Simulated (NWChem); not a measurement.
Species: SOF, doublet; SMILES [S](F)=O

Results from NWChem. Spin-unrestricted. In the optimisation the excess spin sits in a" (Cs, its own frame). The geometry was optimised at PBE0/def2-SVP, spin-unrestricted. No stability test was run on the SCF state. Level: B3LYP/def2-SVP with SMD (1 M gas to 1 M solution), gas-phase geometry. Reactions with the solvent are ignored.

Q: Estimate the computed values for solvent N,N-dimethylformamide. Quantities: solvation free energy (kcal/mol); cavity-dispersion-structure term (kcal/mol); dipole in solution (D).

A: 
```yaml
solvation free energy (kcal/mol): -3.3
cavity-dispersion-structure term (kcal/mol): -1.6
dipole in solution (D): 2.10
```
